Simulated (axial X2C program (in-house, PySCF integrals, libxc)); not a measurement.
**FeS: from the spin-free to the two-component result**

Computed with an axial X2C code built on PySCF integrals. Spin-free means the one-electron spin-free X2C Hamiltonian; two-component (2c) means X2C with spin–orbit coupling and atomic mean-field two-electron Coulomb and Gaunt terms, so the difference of the two also holds small scalar two-electron terms. Basis: Fe dyall-cv3z [9s10p6d3f2g], S dyall-av3z [9s8p3d2f] (cores contracted in-house); Gaussian nuclei, density fitting, unrestricted open shells. Masses: Fe 55.935 u, S 31.972 u.

Spin-free state: M_S = 2, Λ = 0 (beyond evenly filled blocks: π+α, π-α, δ+α, δ-α); fragments Fe + S.

```csv
level,Re (Å),ωe (cm⁻¹),De (eV),μ (D)
PBE0,1.986,545.5,3.226,-5.17
```

Dipoles are positive if S is the positive end.

Two-component determinant lowest at the distance of the search:

Ω = 2 (⟨Sz⟩ = 2.00, ⟨Lz⟩ = 0.00 at PBE0); fragments Fe + S.

| level | Re (Å) | ωe (cm⁻¹) | μ (D) |
| --- | --- | --- | --- |
| PBE0 | 1.987 | 545.1 | -5.17 |

**Question.** From the two tables, how do the constants change at the PBE0 level (2c against spin-free)?

**Answer.** At the PBE0 level Re is unchanged within 0.001 Å and ωe drops by 0.4 cm⁻¹.

The state is one determinant whose occupation by symmetry is held fixed; it was picked as the lowest of a PBE0 search that is not exhaustive. Dissociation energies refer to the lowest single-determinant-based atoms at the same level and basis. De is not given where an atomic determinant may have missed its ground term or J level, or where the truncated virtual space spoils (T). Density functionals use the spin component along the axis (collinear). PBE0 can misorder states that lie within some tenths of an eV, so this need not be the ground state of the molecule. The nearest other spin-free determinant of the search, M_S = 2, Λ = 2, lies 0.07 eV up at the distance of the search. The functionals have no current-density term, which raises determinants with orbital currents, atoms included. With several unpaired electrons one determinant need not be a pure state. Open-shell Ω = 0 determinants with evenly filled partner blocks cannot be reached by this program, so the Ω shown need not be the lowest component. The determinant is spin-polarised beyond a pure state at some levels (its spin-free form has ⟨S²⟩ too high), which makes Re and μ there less reliable.
